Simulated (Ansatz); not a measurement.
`[CH3][K]` + HBr → `[K][Br]` + CH₄ at 700 K and 1 bar (ligand exchange at a K–C bond).

Computed with Ansatz on PBE0-D4/def2-TZVP structures; ΔE is electronic, products minus reactants. CBS: MP2 limit from def2 TZ/QZ plus the TZ coupled-cluster correction, frozen cores. This one scheme is used for every species. For Br, K outer-core shells are correlated without core-valence functions, which leaves a few kJ/mol of doubt a bond. Scalar relativity is left out up to krypton.

| species | CCSD(T)/CBS energy (Eh) | H − E (kJ/mol) | S (J/(mol·K)) |
| --- | --- | --- | --- |
| `[CH3][K]` | -639.25569 | 122.9 | 311.0 |
| HBr | -2573.91920 | 36.5 | 223.7 |
| `[K][Br]` | -3172.84244 | 26.3 | 282.2 |
| CH₄ | -40.46206 | 145.9 | 224.0 |

H − E and S are ideal-gas, rigid-rotor, harmonic terms from PBE0-D4/def2-TZVP. 1 Eh = 2625.50 kJ/mol, R = 8.31446 J/(mol·K).

Problem. By hand: ΔE, ΔH, ΔS and ΔG.

Solution. ΔE = (-3172.84244) + (-40.46206) − (-639.25569) − (-2573.91920) = -0.12961 Eh = -340.3 kJ/mol. Δ(H − E) = 26.3 + 145.9 − 122.9 − 36.5 = 12.8, so ΔH = -327.5 kJ/mol. ΔS = 282.2 + 224.0 − 311.0 − 223.7 = -28.5 J/(mol·K). ΔG = -327.5 − 700 × (-28.5)/1000 = -307.6 kJ/mol.

Problem. By hand: the equilibrium constant, and the temperature at which ΔG would vanish if ΔH and ΔS stayed fixed.

Solution. log₁₀ K = −ΔG/(RT ln 10) = 23.0. ΔG = 0 at ΔH/ΔS = 11491 K, far beyond where these terms or the molecules hold.

ΔH outweighs TΔS. A doubt of 5 kJ/mol in ΔE shifts log₁₀ K by 0.4 here. These are equilibria of isolated gas molecules and say nothing of rates. Largest T1 diagnostic: 0.017 (customary marks: 0.02 for closed shells, 0.045 for open ones).
